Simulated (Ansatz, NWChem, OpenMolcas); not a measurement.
How methods differ on BrCl (bromine chloride)

BrCl: 2 atoms, total charge 0, spin state singlet. As SMILES, `ClBr`. The bond length is the measured one.

```xyz
2

Cl    0.0000    0.0000    0.0000
Br    0.0000    0.0000    2.1361
```

Quantity: the HOMO–LUMO gap, in eV. The values are calculated.

```tsv
level	kind	program	value (eV)	CPU time
HF/def2-TZVPPD	Hartree–Fock	Ansatz	11.71	2.5 s
SVWN5/def2-TZVPPD	LDA	Ansatz	2.56	3 s
BLYP/def2-TZVPPD	GGA	OpenMolcas	2.61	17 s
r2SCAN/def2-TZVPPD	meta-GGA	NWChem	3.04	33 s
BHLYP/def2-TZVPPD	global hybrid	NWChem	7.23	33 s
r2SCAN0/def2-TZVPPD	hybrid meta-GGA	Ansatz	5.22	12 s
wB97X/def2-TZVPPD	range-separated hybrid	NWChem	9.60	76 s
PBE-QIDH/def2-TZVPPD	double hybrid	Ansatz	9.08	8.1 s
```

All-electron rows without a relativistic Hamiltonian named are non-relativistic. The values span 2.56 to 11.71 eV. Orbital gaps aren't excitation energies, and those of double hybrids come from the SCF part alone; they tend to grow with the share of exact exchange. CPU times are rough (shared hosts, several kinds of processor): they show what a rung costs within a factor of a few.
